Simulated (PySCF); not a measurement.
Vertical excitations of a molecule CH8BNO2Si from TDDFT-PBE/def2-SVPD (PySCF), as energy in eV (oscillator strength): 5.51 (0.005), 6.29 (0.034), 6.52 (0.001), 6.60 (0.026), 7.01 (0.019), 7.06 (0.005), 7.24 (0.002), 7.27 (0.000), 7.29 (0.019), 7.39 (0.038). Lowest triplet (TDA): 5.36 eV. Geometry optimised at r2SCAN-D4/def2-SVP. The values are those of a single conformer.

Question: Identify the compound among the candidates.
A. CN([SiH3])B(O)O
B. N[SiH2]CB(O)O
C. C[SiH2]NB(O)O

Answer: C, C[SiH2]NB(O)O
